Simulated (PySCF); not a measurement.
Vertical excitations of a molecule C3H3N2, multiplicity 2 from TDA-PBE/def2-SVPD (PySCF), as energy in eV (oscillator strength): 1.22 (0.000), 1.84 (0.000), 1.98 (0.000), 4.57 (0.001), 4.90 (0.003), 5.43 (0.000), 5.59 (0.000), 5.69 (0.001), 6.10 (0.018), 6.11 (0.034). The structure is a stationary point at PBE-D3(BJ)/def2-SVP. One conformer was computed; it need not be the lowest.

Q: Pick the molecule that these values belong to.
A) [c]1ccn[nH]1
B) [c]1cn[nH]c1
C) C1=CN=C[N]1
D) [c]1cnc[nH]1

A: C, C1=CN=C[N]1
